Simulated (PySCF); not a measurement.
Energy of I²⁺ (iodine, charge +2) between two integer charges

The 5p alpha orbital of [Kr] 4d10 5s2 5p3 is emptied in steps (occupation f), with all orbitals relaxed, ending at [Kr] 4d10 5s2 5p2. All numbers are calculated (PySCF 2.14, scalar relativity through the core potential, in def2-TZVP with the def2 core potential (28 electrons) (6s5p3d2f, 50 functions)). The exact energy is a straight line in f; departures are measured from the line between the end points of the same method.

| f | UHF (eV) | LDA (eV) | PBE (eV) | PBE0 (eV) | r2SCAN (eV) | LC-wPBE (eV) | BHandHLYP (eV) | wB97X (eV) | BLYP (eV) | TPSS (eV) |
| --- | --- | --- | --- | --- | --- | --- | --- | --- | --- | --- |
| 1 | 0.000 | 0.000 | 0.000 | 0.000 | 0.000 | 0.000 | 0.000 | 0.000 | 0.000 | 0.000 |
| 0.8 | 0.072 | -0.793 | -0.770 | -0.559 | -0.725 | -0.110 | -0.366 | -0.160 | -0.786 | -0.752 |
| 0.6 | 0.108 | -1.191 | -1.153 | -0.837 | -1.078 | -0.163 | -0.549 | -0.242 | -1.180 | -1.125 |
| 0.4 | 0.106 | -1.191 | -1.152 | -0.834 | -1.066 | -0.159 | -0.549 | -0.244 | -1.180 | -1.121 |
| 0.2 | 0.070 | -0.794 | -0.766 | -0.553 | -0.704 | -0.103 | -0.365 | -0.164 | -0.786 | -0.744 |
| 0 | 0.000 | 0.000 | 0.000 | 0.000 | 0.000 | 0.000 | 0.000 | 0.000 | 0.000 | 0.000 |

```json
{"method": "UHF", "E(f=0) − E(f=1) (eV)": "29.891", "−ε at f=1 (eV)": "30.348", "−ε at f=0.4 (eV)": "29.797"}
{"method": "LDA", "E(f=0) − E(f=1) (eV)": "30.515", "−ε at f=1 (eV)": "25.569", "−ε at f=0.4 (eV)": "31.507"}
{"method": "PBE", "E(f=0) − E(f=1) (eV)": "30.312", "−ε at f=1 (eV)": "25.501", "−ε at f=0.4 (eV)": "31.283"}
{"method": "PBE0", "E(f=0) − E(f=1) (eV)": "30.429", "−ε at f=1 (eV)": "26.925", "−ε at f=0.4 (eV)": "31.141"}
{"method": "r2SCAN", "E(f=0) − E(f=1) (eV)": "30.606", "−ε at f=1 (eV)": "26.038", "−ε at f=0.4 (eV)": "31.553"}
{"method": "LC-wPBE", "E(f=0) − E(f=1) (eV)": "30.474", "−ε at f=1 (eV)": "29.773", "−ε at f=0.4 (eV)": "30.626"}
{"method": "BHandHLYP", "E(f=0) − E(f=1) (eV)": "30.289", "−ε at f=1 (eV)": "27.999", "−ε at f=0.4 (eV)": "30.749"}
{"method": "wB97X", "E(f=0) − E(f=1) (eV)": "30.118", "−ε at f=1 (eV)": "29.121", "−ε at f=0.4 (eV)": "30.309"}
{"method": "BLYP", "E(f=0) − E(f=1) (eV)": "30.077", "−ε at f=1 (eV)": "25.169", "−ε at f=0.4 (eV)": "31.062"}
{"method": "TPSS", "E(f=0) − E(f=1) (eV)": "30.343", "−ε at f=1 (eV)": "25.640", "−ε at f=0.4 (eV)": "31.300"}
```

Orbital energy along the path (eV):

```tsv
f	UHF	LDA	PBE	PBE0	r2SCAN	LC-wPBE	BHandHLYP	wB97X	BLYP	TPSS
1	-30.348	-25.569	-25.501	-26.925	-26.038	-29.773	-27.999	-29.121	-25.169	-25.640
0.8	-30.159	-27.537	-27.428	-28.338	-27.917	-30.070	-28.916	-29.514	-27.125	-27.530
0.6	-29.976	-29.518	-29.358	-29.745	-29.765	-30.355	-29.833	-29.908	-29.091	-29.420
0.4	-29.797	-31.507	-31.283	-31.141	-31.553	-30.626	-30.749	-30.309	-31.062	-31.300
0.2	-29.624	-33.496	-33.194	-32.518	-33.278	-30.877	-31.661	-30.725	-33.030	-33.154
0	-29.456	-35.472	-35.085	-33.871	-34.961	-31.096	-32.573	-31.155	-34.984	-34.961
```

Reference removal energy between the ground levels: 29.57 ± 0.025 eV (measured; NIST Atomic Spectra Database, ionization energies). The calculation has no spin-orbit coupling. UHF lacks correlation.
